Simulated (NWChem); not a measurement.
System: C₂H₄F₂Si; SMILES C=C(F)[SiH2]F

Here is an NWChem input.

```
start job
memory heap 200 mb stack 900 mb global 1100 mb
geometry units angstroms noautoz
  C     -1.475959     1.115967     0.000000
  C     -0.176086     0.831852     0.000000
  F      0.744733     1.842303     0.000000
  Si     0.628207    -0.861756     0.000000
  F     -0.567823    -1.948348     0.000000
  H     -2.201093     0.309566     0.000000
  H     -1.838660     2.140186     0.000000
  H      1.458131    -1.037379     1.216353
  H      1.458131    -1.037379    -1.216353
end
basis spherical
  * library def2-tzvp
end
dft
  xc xpbe96 cpbe96
  iterations 150
  semidirect filesize 400000000
  mulliken
end
task dft energy
```

NWChem printed, in part:

```
             Northwest Computational Chemistry Package (NWChem) 7.3.0
             --------------------------------------------------------

 CS  symmetry detected

                             Geometry "geometry" -> ""
                             -------------------------

 Output coordinates in angstroms (scale by  1.889725989 to convert to a.u.)

  No.       Tag          Charge          X              Y              Z
 ---- ---------------- ---------- -------------- -------------- --------------
    1 C                    6.0000    -1.48760384     1.10275247     0.00000000
    2 C                    6.0000    -0.18167398     0.84792243     0.00000000
    3 F                    9.0000     0.71620369     1.87881260     0.00000000
    4 Si                  14.0000     0.66047784    -0.82718223     0.00000000
    5 F                    9.0000    -0.51083013    -1.94037923     0.00000000
    6 H                    1.0000    -2.19443173     0.28025856     0.00000000
    7 H                    1.0000    -1.87323142     2.11856148     0.00000000
    8 H                    1.0000     1.49413916    -0.98410925     1.21635300
    9 H                    1.0000     1.49413916    -0.98410925    -1.21635300

 Effective nuclear repulsion energy (a.u.)     223.1937961968

      Symmetry information
      --------------------

 Group name             Cs
 Group number              2
 Group order               2
 No. of unique centers     8

  pbe96 is a nonlocal functional; adding pw91lda local functional.

                                 NWChem DFT Module
                                 -----------------

 Summary of "ao basis" -> "ao basis" (spherical)
 ------------------------------------------------------------------------------
       Tag                 Description            Shells   Functions and Types
 ---------------- ------------------------------  ------  ---------------------
 C                         def2-tzvp                11       31   5s3p2d1f
 F                         def2-tzvp                11       31   5s3p2d1f
 Si                        def2-tzvp                13       37   5s5p2d1f
 H                         def2-tzvp                 4        6   3s1p

      Symmetry analysis of basis
      --------------------------

        a'        125
        a"         60

            General Information
            -------------------
          SCF calculation type: DFT
          Wavefunction type:  closed shell.
          No. of atoms     :     9
          No. of electrons :    48
           Alpha electrons :    24
            Beta electrons :    24
          Charge           :     0
          Spin multiplicity:     1
          Use of symmetry is: on ; symmetry adaption is: on
          Maximum number of iterations: 150
          AO basis - number of functions:   185
                     number of shells:    73
          Convergence on energy requested:  1.00D-06
          Convergence on density requested:  1.00D-05
          Convergence on gradient requested:  5.00D-04

              XC Information
              --------------
          PerdewBurkeErnzerhof Exchange Functional  1.000
            Perdew 1991 LDA Correlation Functional  1.000 local
           PerdewBurkeErnz. Correlation Functional  1.000 non-local

             Grid Information
             ----------------
          Grid used for XC integration:  medium
          Radial quadrature: Mura-Knowles
          Angular quadrature: Lebedev.
          Tag              B.-S. Rad. Rad. Pts. Rad. Cut. Ang. Pts.
          ---              ---------- --------- --------- ---------
          C                   0.70       49          11.0       434
          F                   0.50       49          11.0       434
          Si                  1.10       88          11.0       590
          H                   0.35       45          12.0       434
          Grid pruning is: on
          Number of quadrature shells:   419
          Spatial weights used:  Erf1

      Superposition of Atomic Density Guess
      -------------------------------------

 Sum of atomic energies:        -565.01346044

      Non-variational initial energy
      ------------------------------

 Total energy =    -566.744359
 1-e energy   =   -1225.682965
 2-e energy   =     435.744811
 HOMO         =      -0.309755
 LUMO         =       0.008216

      Symmetry analysis of molecular orbitals - initial
      -------------------------------------------------

  Numbering of irreducible representations:

     1 a'          2 a"

  Orbital symmetries:

     1 a'          2 a'          3 a'          4 a'          5 a'
     6 a'          7 a'          8 a'          9 a"         10 a'
    11 a'         12 a'         13 a'         14 a'         15 a'
    16 a"         17 a'         18 a"         19 a'         20 a'
    21 a'         22 a"         23 a'         24 a"         25 a"
    26 a'         27 a'         28 a'         29 a'         30 a'
    31 a"         32 a'         33 a'         34 a"

------------------------------------------------------------
EAF file 0: "./job.aoints.0" size=294649856 bytes
------------------------------------------------------------
               write      read    awrite     aread      wait
               -----      ----    ------     -----      ----
     calls:      562         0         0         0         0
   data(b): 2.95e+08  0.00e+00  0.00e+00  0.00e+00
   time(s): 0.00e+00  0.00e+00  0.00e+00  0.00e+00  0.00e+00
rate(mb/s): 0.00e+00  0.00e+00
------------------------------------------------------------

     ---------------------------------------------
      Total Density - Mulliken Population Analysis
     ---------------------------------------------

[...]
```

Level: PBE/def2-TZVP. Structure relaxed at the B3LYP/6-31G* (spherical d) level.
